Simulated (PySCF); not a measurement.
Ionisation energy of P⁺ by level of theory

P⁺ [Ne] 3s2 3p2 (3P) → P²⁺ [Ne] 3s2 3p1 (2P), as a difference of total energies. Computed with PySCF 2.14 in ANO-RCC-VTZP (5s4p2d1f, 34 functions), with scalar relativity by spin-free X2C-1e. Correlated levels: valence: [Ne] frozen. The calculations carry no spin-orbit coupling.

| method | ionisation energy (eV) | plus first-order spin-orbit estimate | difference from reference of that sum (eV) |
| --- | --- | --- | --- |
| UHF | 19.165 | 19.158 | -0.611 |
| MP2 (valence) | 19.605 | 19.599 | -0.170 |
| SCS-MP2 (valence) | 19.516 | 19.509 | -0.260 |
| CCSD (valence) | 19.646 | 19.640 | -0.129 |
| CCSD(T) (valence) | 19.680 | 19.674 | -0.095 |
| CCSDT (valence) | 19.689 | 19.683 | -0.086 |

Reference: 19.769 eV (semi-empirical (NIST evaluation); NIST Atomic Spectra Database, ionization energies).

A first-order spin-orbit estimate (lowest level to lowest level, LS coupling) adds -0.007 eV.

Errors of the correlated levels include the incompleteness of this basis and the frozen core.
